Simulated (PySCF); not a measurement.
## Shifts of the heteroatoms

Geometry:
```
atom   x (Å)   y (Å)   z (Å)
  N1   3.169  -1.088   0.993
  C2   2.282  -0.769   0.341
  C3   1.165  -0.348  -0.430
  C4  -0.164  -1.042  -0.038
  C5  -0.975   0.189   0.281
  C6  -2.253   0.255   0.602
  F7  -2.856   1.432   0.852
 Si8   0.446   1.409   0.018
  H9   1.407  -0.472  -1.486
 H10  -0.046  -1.689   0.833
 H11  -0.588  -1.638  -0.847
 H12  -2.942  -0.575   0.700
 H13   1.001   2.028   1.214
 H14   0.353   2.307  -1.129
```

- NMR shieldings at PBE0/pcSseg-1/GIAO
- coordinates at the GFN2-xTB level
- run in PySCF
- non-relativistic, one conformer, gas phase

Q: Where does ¹⁹F resonate?

A: 
```tsv
atoms	environment	σ (ppm)	δ (ppm)
F7	vinylic fluorine	267.9	-95.7
```

Shieldings were converted by a linear fit to measured shifts: ¹⁹F: δ = 146.13 − 0.903σ +14.6 on sp3 carbon (rms 6.0 ppm, 223 shifts, 7.0 ppm with the 5 outliers that the fit left out vs CFCl3, solution or neat liquid). A few per cent of atoms miss by over 2 rms, more outside the fitted compound classes.

On a 300 MHz spectrometer ¹⁹F resonates near 282.3 MHz, so 1 ppm is 282.3 Hz.

Q: What are the ²⁹Si shifts?

A: 
```csv
atoms,environment,σ (ppm),δ (ppm)
Si8,"silicon bonded to 2 C, 2 H, in a 4-membered ring",383.6,-35.3
```

Shieldings were converted by a linear fit to measured shifts: ²⁹Si (scatter 8.9 ppm rms, 25.8 ppm with the 6 outliers that the fit left out vs TMS, solution or neat liquid). Occasional misses reach two or three times the rms, and more in compound classes unlike the fitted ones.

On a 500 MHz spectrometer ²⁹Si resonates near 99.3 MHz, so 1 ppm is 99.3 Hz.

Q: Predict the ¹⁵N NMR data.

A: 
| atoms | environment | σ (ppm) | δ (ppm) |
| --- | --- | --- | --- |
| N1 | nitrile nitrogen | -31.2 | -119.3 |

Shieldings were converted by a linear fit to measured shifts: ¹⁵N: δ = -148.07 − 0.921σ (rms 6.3 ppm, 71 shifts vs CH3NO2, solution or neat liquid). Occasional misses reach two or three times the rms, and more in compound classes unlike the fitted ones.

On a 400 MHz spectrometer ¹⁵N resonates near 40.5 MHz, so 1 ppm is 40.5 Hz.
